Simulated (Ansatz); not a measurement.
Basis-set series for AsH4NO2Si, SMILES `O[SiH]1N[As]1O`. Total charge 0; spin multiplicity 1. The structure was optimised at the PBE0-D4/def2-TZVP level. It is one conformer, not always the lowest.

Z-matrix (Å, degrees):
```
Si
N 1 1.683
As 1 2.306 2 53.9
O 1 1.633 2 122.1 3 -101.6
H 1 1.473 2 118.8 3 121.2
H 2 1.006 1 145.4 3 150.4
O 3 1.834 1 90.6 2 -104.7
H 4 0.965 1 112.6 2 50.0
H 7 0.961 3 109.9 1 152.0
```

```tsv
functional	basis	functions	energy (Eh)	HOMO (eV)	LUMO (eV)
PBE0-D4	def2-SVP	112	-2731.89313	-6.51	-0.20
PBE0-D4	def2-TZVPP	239	-2732.54381	-6.63	-0.49
ωB97M-V	def2-SVP	112	-2732.29337	-8.52	1.75
ωB97M-V	def2-TZVPP	239	-2732.94909	-8.66	1.34
```

(1) Give the rows for def2-QZVPP. (An estimate is asked.)

Results:

(1) Ansatz gave: 
| functional | basis | functions | energy (Eh) | HOMO (eV) | LUMO (eV) |
| --- | --- | --- | --- | --- | --- |
| PBE0-D4 | def2-QZVPP | 450 | -2732.61479 | -6.68 | -0.65 |
| ωB97M-V | def2-QZVPP | 450 | -2733.01733 | -8.71 | 1.01 |

Positive LUMOs are unbound and depend on the basis. Scalar relativity is left out up to krypton.
